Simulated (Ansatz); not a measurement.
```yaml
crystal:
  periodic: [true, true, true]
  atoms:
    - {symbol: Cl, position_ang: [-1.934742, -1.985499, -0.972075]}
    - {symbol: B, position_ang: [-0.824533, -0.751229, -0.455168]}
    - {symbol: O, position_ang: [0.180384, -0.965353, 0.448476]}
    - {symbol: Si, position_ang: [0.734924, 0.623255, 0.388737]}
    - {symbol: S, position_ang: [-0.815505, 1.001292, -1.021207]}
    - {symbol: H, position_ang: [0.603629, 1.303209, 1.694977]}
    - {symbol: H, position_ang: [2.117144, 0.706326, -0.129340]}
basis:
  gaussian: {orbitals: cc-pVTZ-DK}
hamiltonian: {xc: {name: wB97X}, pseudopotentials: {relativity: none}}
```

```sh
$ ansatz run in.yaml --threads 2 --pin off --events-out ev --progress --plain --max-ram 4352MiB
```

Output, abridged:

```
Error: YAML parse error: error: line 2 column 3: crystal: missing field `lattice` (a structure is typed as `lattice` and `atoms`, a molecule's as `atoms` in Å alone, or read from a run's directory, `checkpoint`)
 --> <input>:2:3
1 | crystal:
2 |   periodic: [true, true, true]
3 |   atoms:
4 |     - {symbol: Cl, position_ang: [-1.934742, -1.985499, -0.972075]}
```

(1) What is wrong with this run?

## Answers

(1) The molecule is marked periodic without a cell. The program refused the input.
